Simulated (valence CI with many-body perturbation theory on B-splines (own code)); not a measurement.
E1 line list for Fe¹¹⁺

Method: relativistic CI+MBPT: five valence electrons over a frozen Dirac-Fock core [Ne], radial functions for each j: 11 s, 11 p, 10 d, 8 f, 5 g, 2 h, with the one-electron correlation potential Σ1 (screened to all orders), the two-electron term Σ2, the three-electron term Σ3, Breit, model QED; selected single and double excitations, second order for the rest, scaled by the run's own slope (own B-spline code, finite nucleus).

No measured spectrum was set against this ion. As an estimate, levels of excited configurations hold to 0.05 to 0.15 % of their energy, terms of the ground configuration to about 0.5 %. Among the levels kept, up to 3200 cm⁻¹ of a level comes from second order outside the variational space, and about a tenth of that is noise between levels of different J, which matters for small intervals.

Lines 151 to 200 of 574 in falling wavelength, among levels below 132.43 eV, chosen from the strongest by gf and those to the six lowest levels. Wavelengths and rates use the calculated energies, so an error of 200 cm⁻¹ moves a line at 26.15 nm by 0.052 % and its rate by three times that or more. Electric multipoles are in the length gauge with retardation, E1 and E2 with the static RPA response of the core. Weak lines are less certain than strong ones. Lines between different terms over intervals too small for the method are left out, as are lines whose strength nearly cancels. Where a level lies close to another of its J and parity, the split of strength between their lines is uncertain. The highest levels of a list are the least certain.

Names give the largest LS component (configuration and term), which can be under half, so a name can repeat, a term be missing and a line seem to break the LS rules; names also repeat where a configuration has a term twice. Letters in brackets count levels of one name in rising energy.

| λ vac (nm) | Upper | Lower | A (s⁻¹) | log gf | Branch % |
| --- | --- | --- | --- | --- | --- |
| 26.15 | 3p⁴3d ⁴F_3/2 | 3s3p³3d ⁴D°_1/2 [a] | 2.74e+09 | -0.95 | 19.1 |
| 26.14 | 3p⁴3d ⁴F_5/2 | 3s3p³3d ⁴D°_3/2 [a] | 2.81e+09 | -0.76 | 20.7 |
| 26.14 | 3s3p³3d ²D°_3/2 [f] | 3s²3p²3d ²D_5/2 [c] | 8.63e+09 | -0.45 | 6.4 |
| 26.12 | 3s3p³3d ²D°_5/2 [a] | 3s²3p²3d ²P_3/2 [a] | 1.56e+09 | -1.02 | 14.1 |
| 26.11 | 3s3p³3d ²G°_9/2 [b] | 3s²3p²3d ²F_7/2 [a] | 4.20e+09 | -0.37 | 21.3 |
| 26.08 | 3s3p³3d ⁴D°_3/2 [c] | 3s²3p²3d ⁴F_5/2 | 4.38e+09 | -0.75 | 5.8 |
| 26.08 | 3s²3p3d² ⁴P°_5/2 [b] | 3s²3p²3d ²P_3/2 [c] | 2.66e+09 | -0.79 | 3.2 |
| 26.04 | 3s3p³3d ²F°_5/2 [b] | 3s²3p²3d ²F_5/2 [a] | 4.73e+09 | -0.54 | 40.7 |
| 26.02 | 3s²3p²3d ⁴F_5/2 | 3s²3p³ ²D°_5/2 | 4.76e+07 | -2.54 | 41.9 |
| 25.97 | 3s²3p²3d ⁴F_3/2 | 3s²3p³ ²D°_3/2 | 1.62e+08 | -2.18 | 81.0 |
| 25.92 | 3s3p³3d ²F°_7/2 [b] | 3s²3p²3d ²F_7/2 [a] | 1.47e+09 | -0.93 | 8.5 |
| 25.75 | 3s²3p3d² ²F°_5/2 [a] | 3s²3p²3d ²D_3/2 [b] | 2.17e+09 | -0.89 | 3.3 |
| 25.72 | 3s²3p²3d ⁴F_5/2 | 3s²3p³ ²D°_3/2 | 2.16e+07 | -2.89 | 19.0 |
| 25.65 | 3s²3p²3d ²P_3/2 [a] | 3s²3p³ ⁴S°_3/2 | 4.50e+07 | -2.75 | 0.5 |
| 25.65 | 3s²3p²3d ⁴F_7/2 | 3s²3p³ ²D°_5/2 | 2.69e+07 | -2.67 | 100.0 |
| 25.63 | 3s3p³3d ²F°_7/2 [b] | 3s²3p²3d ²F_5/2 [a] | 4.99e+09 | -0.41 | 28.9 |
| 25.61 | 3s3p³3d ²D°_3/2 [e] | 3s²3p²3d ²P_1/2 [b] | 9.93e+09 | -0.41 | 12.8 |
| 25.48 | 3s3p³3d ²P°_1/2 [c] | 3s²3p²3d ²D_3/2 [b] | 5.36e+09 | -0.98 | 5.5 |
| 25.36 | 3s²3p3d² ²G°_9/2 [a] | 3s²3p²3d ²F_7/2 [b] | 6.21e+09 | -0.22 | 8.4 |
| 25.34 | 3s3p⁴ ²P_1/2 | 3s²3p³ ⁴S°_3/2 | 4.90e+07 | -3.03 | 0.5 |
| 25.33 | 3s3p³3d ⁴D°_5/2 [c] | 3s²3p²3d ⁴D_7/2 | 2.06e+09 | -0.92 | 2.9 |
| 25.32 | 3s²3p3d² ²G°_7/2 [a] | 3s²3p²3d ²F_5/2 [b] | 7.14e+09 | -0.26 | 9.4 |
| 25.32 | 3s3p³3d ⁴D°_7/2 [d] | 3s²3p²3d ⁴D_7/2 | 7.78e+09 | -0.22 | 11.4 |
| 25.20 | 3s²3p3d² ²P°_1/2 [a] | 3s²3p²3d ²P_1/2 [a] | 6.07e+09 | -0.94 | 5.9 |
| 25.19 | 3s²3p3d² ²F°_7/2 [a] | 3s²3p²3d ²D_5/2 [b] | 1.58e+09 | -0.92 | 2.4 |
| 25.09 | 3s3p³3d ²P°_3/2 [c] | 3s²3p²3d ²P_3/2 [b] | 7.18e+09 | -0.57 | 6.9 |
| 25.08 | 3s3p³3d ²D°_3/2 [b] | 3s3p⁴ ²S_1/2 | 2.97e+09 | -0.95 | 11.6 |
| 25.05 | 3s3p³3d ²D°_5/2 [d] | 3s²3p²3d ²G_7/2 | 2.45e+09 | -0.86 | 4.2 |
| 24.95 | 3s²3p²3d ²F_7/2 [a] | 3s²3p³ ²D°_5/2 | 3.35e+07 | -2.60 | 100.0 |
| 24.87 | 3s²3p²3d ⁴D_3/2 | 3s²3p³ ²D°_5/2 | 3.51e+08 | -1.89 | 50.7 |
| 24.82 | 3s3p³3d ²D°_5/2 [e] | 3s²3p²3d ²F_7/2 [b] | 1.56e+10 | -0.06 | 12.9 |
| 24.80 | 3s²3p3d² ⁴P°_5/2 [a] | 3s²3p²3d ²D_5/2 [b] | 7.23e+09 | -0.40 | 9.8 |
| 24.75 | 3s3p³3d ⁴D°_3/2 [d] | 3s²3p²3d ⁴D_5/2 | 3.35e+09 | -0.91 | 4.8 |
| 24.74 | 3s3p³3d ⁴D°_5/2 [c] | 3s²3p²3d ⁴D_5/2 | 6.00e+09 | -0.48 | 8.4 |
| 24.74 | 3s3p³3d ²F°_7/2 [d] | 3s²3p²3d ²G_9/2 | 2.81e+10 | 0.31 | 43.8 |
| 24.73 | 3s3p³3d ⁴D°_7/2 [d] | 3s²3p²3d ⁴D_5/2 | 2.42e+09 | -0.75 | 3.5 |
| 24.72 | 3s3p³3d ²D°_5/2 [c] | 3s²3p²3d ⁴D_7/2 | 1.89e+09 | -0.98 | 3.1 |
| 24.66 | 3s²3p²3d ⁴D_1/2 | 3s²3p³ ²D°_3/2 | 4.18e+08 | -2.12 | 61.6 |
| 24.63 | 3s3p³3d ⁴D°_5/2 [a] | 3s3p⁴ ⁴P_5/2 | 8.09e+07 | -2.36 | 13.6 |
| 24.63 | 3s3p³3d ²F°_5/2 [d] | 3s²3p²3d ²G_7/2 | 2.45e+10 | 0.13 | 37.0 |
| 24.61 | 3s3p³3d ²D°_3/2 [e] | 3s²3p²3d ²D_3/2 [b] | 2.04e+10 | -0.13 | 26.4 |
| 24.61 | 3s²3p²3d ⁴D_5/2 | 3s²3p³ ²D°_5/2 | 1.01e+08 | -2.26 | 21.3 |
| 24.61 | 3s3p³3d ²D°_5/2 [e] | 3s²3p²3d ²P_3/2 [c] | 1.80e+10 | -0.01 | 14.8 |
| 24.60 | 3s²3p3d² ⁴P°_5/2 [b] | 3s²3p²3d ²D_5/2 [b] | 1.03e+10 | -0.25 | 12.5 |
| 24.60 | 3s3p³3d ⁴D°_7/2 [a] | 3s3p⁴ ⁴P_5/2 | 3.20e+07 | -2.63 | 7.5 |
| 24.58 | 3s3p³3d ⁴D°_3/2 [a] | 3s3p⁴ ⁴P_5/2 | 2.80e+07 | -2.99 | 4.4 |
| 24.56 | 3s3p³3d ²D°_5/2 [e] | 3s²3p²3d ²F_5/2 [b] | 3.94e+09 | -0.67 | 3.2 |
| 24.49 | 3s3p³3d ⁴D°_3/2 [d] | 3s²3p²3d ⁴D_3/2 | 3.84e+09 | -0.86 | 5.5 |
| 24.48 | 3s3p³3d ⁴D°_5/2 [c] | 3s²3p²3d ⁴D_3/2 | 3.92e+09 | -0.67 | 5.5 |
| 24.46 | 3s3p³3d ²D°_3/2 [c] | 3s²3p²3d ⁴D_5/2 | 6.37e+09 | -0.64 | 10.4 |

**Question.** How does gf follow from A for the line at 24.95 nm?

**Answer.** gf = 1.4992 × (2J+1)_upper × A / σ², with σ = 400740 cm⁻¹ and 2J+1 = 8: gf = 0.00250.
